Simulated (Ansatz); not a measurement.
The same molecule with X = Mg, Zn, Cd. Ansatz, PBE0-D4/def2-TZVP geometries, multiplicity 1.

Elements past krypton have def2 core potentials. Scalar relativity is left out up to krypton.

| X | molecule | mean X–Br bond length / Å | mean X–C bond length / Å | HOMO–LUMO gap (B3LYP/def2-TZVPP) / eV | size of the dipole moment (ωB97M-V/def2-TZVPP) / D | LUMO energy (ωB97M-V/def2-TZVPP) / eV |
| --- | --- | --- | --- | --- | --- | --- |
| Mg | `[CH3][Mg][Br]` | 2.345 | 2.067 | 5.98 | 2.13 | 0.14 |
| Cd | `[CH3][Cd][Br]` | 2.427 | 2.100 | 6.38 | 2.98 | 0.67 |

Question: Give the row for X = Zn, `[CH3][Zn][Br]`. (An estimate is asked.)

Answer: Computed: 
```json
{"X": "Zn", "molecule": "`[CH3][Zn][Br]`", "mean X–Br bond length / Å": "2.248", "mean X–C bond length / Å": "1.929", "HOMO–LUMO gap (B3LYP/def2-TZVPP) / eV": "7.00", "size of the dipole moment (ωB97M-V/def2-TZVPP) / D": "2.35", "LUMO energy (ωB97M-V/def2-TZVPP) / eV": "0.90"}
```

From Mg to Cd the mean X–Br bond length isn't monotonic: highest at Cd, lowest at Zn; the mean X–C bond length isn't monotonic: highest at Cd, lowest at Zn; the HOMO–LUMO gap (B3LYP/def2-TZVPP) isn't monotonic: highest at Zn, lowest at Mg; the LUMO energy (ωB97M-V/def2-TZVPP) isn't monotonic: highest at Zn, lowest at Mg. Bonds lengthen as the atom grows down the group. Dipoles are sizes alone, and their direction can turn along the series.

B3LYP here is the variant with VWN-RPA as its local correlation; programs differ in this.

Spin–orbit coupling is left out; it splits and shifts lone-pair levels of the heavy atoms by tenths of an eV.
